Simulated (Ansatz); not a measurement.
A nudged elastic band was laid between two geometries of C₄H₁₁ClSi (17 atoms, charge 0, multiplicity 1).

These are results of RKS PBE0-D4/STO-3G (Ansatz), not measurements.

| Quantity | Value |
| --- | --- |
| movable images | 7 |
| climbing image | yes |
| spring | 5.0 eV/Å² |
| optimiser | quadratic models (default) |
| start path | through a guess of the saddle point |
| force threshold | 0.03 eV/Å |
| iteration limit | 40 |
| end points | relaxed |

Image 0:

```xyz
17
Properties=species:S:1:pos:R:3
C -0.233 0.955 -1.744
C 0.894 0.908 -0.690
Si 0.536 -0.241 0.748
C 0.312 -2.006 0.183
C -1.061 0.292 1.597
Cl -1.005 2.059 2.098
H -0.422 -0.039 -2.172
H 0.033 1.629 -2.569
H -1.170 1.320 -1.304
H 1.829 0.598 -1.174
H 1.061 1.921 -0.300
H 1.602 -0.166 1.721
H 0.101 -2.669 1.027
H 1.215 -2.375 -0.311
H -0.516 -2.097 -0.527
H -1.938 0.190 0.941
H -1.258 -0.280 2.515
```

Image 8:

```xyz
17
Properties=species:S:1:pos:R:3
C -0.325 0.954 -1.730
C 0.851 0.918 -0.730
Si 0.574 -0.236 0.721
C 0.339 -2.003 0.165
C -0.985 0.280 1.646
Cl -0.920 2.046 2.151
H -0.520 -0.041 -2.153
H -0.109 1.636 -2.563
H -1.246 1.303 -1.244
H 1.765 0.619 -1.259
H 1.025 1.932 -0.348
H 1.685 -0.153 1.642
H -0.519 -2.099 -0.507
H 0.172 -2.668 1.017
H 1.222 -2.364 -0.371
H -1.892 0.173 1.033
H -1.134 -0.297 2.571
```

Question: Which bonds break or form, and what moves?

Answer: No bond is made or broken. The dihedral C2–Si3–C4–H13 goes from -180 to -59°. The two ends are copies of one structure, up to a mirror image or an exchange of like atoms.

Question: Give the energies along the band, and the barrier.

Answer: It converged. The highest image is number 4 of 0 to 8, 4.2 kJ/mol above the ends, which have the same energy within 2 meV. A vibrational analysis at the climbing image gives one clearly imaginary mode, 133i cm⁻¹: a first-order saddle point. Limits of this set-up: minimal basis.

| image | path coordinate (Å) | energy (kJ/mol) | dihedral C2–Si3–C4–H13 (°) |
| --- | --- | --- | --- |
| 0 | 0.00 | 0.0 | -180 |
| 1 | 0.45 | 0.6 | -165 |
| 2 | 0.90 | 2.1 | -150 |
| 3 | 1.35 | 3.6 | -135 |
| 4 | 1.81 | 4.2 | -120 |
| 5 | 2.26 | 3.6 | -104 |
| 6 | 2.71 | 2.1 | -89 |
| 7 | 3.16 | 0.6 | -74 |
| 8 | 3.62 | 0.0 | -59 |

Question: What is the geometry of the highest image?

Answer: 
```xyz
17
Properties=species:S:1:pos:R:3:forces:R:3
C -0.325 0.949 -1.734 0.01 -0.01 0.00
C 0.849 0.920 -0.731 0.00 0.00 0.00
Si 0.571 -0.230 0.723 0.00 0.00 0.01
C 0.351 -2.007 0.171 0.00 0.00 0.01
C -0.995 0.286 1.637 0.00 0.00 0.00
Cl -0.904 2.030 2.207 0.00 0.00 -0.01
H -0.532 -0.052 -2.137 0.00 0.00 0.00
H -0.100 1.611 -2.580 0.00 0.00 0.00
H -1.242 1.319 -1.257 0.00 0.00 0.00
H 1.764 0.618 -1.257 0.00 0.00 0.00
H 1.022 1.936 -0.354 0.00 0.00 0.00
H 1.673 -0.124 1.651 0.00 0.00 -0.01
H -0.626 -2.401 0.466 0.00 0.00 0.00
H 1.114 -2.656 0.609 0.00 0.00 0.00
H 0.425 -2.095 -0.917 0.00 0.00 -0.01
H -1.892 0.219 1.004 0.00 0.00 0.00
H -1.173 -0.322 2.537 0.00 0.00 0.00
```

Question: What are the harmonic wavenumbers there?

Answer: 133i, 38, 82, 131, 175, 203, 248, 300, 389, 689, 748, 773, 806, 825, 901, 908, 941, 1014, 1033, 1108, 1124, 1180, 1244, 1352, 1413, 1454, 1535, 1600, 1643, 1679, 1710, 1711, 1712, 1716, 2706, 3356, 3371, 3387, 3393, 3500, 3509, 3525, 3531, 3541, 3546 cm⁻¹.

Time of the run: 3.7 min on 1 CPU thread of a shared host.
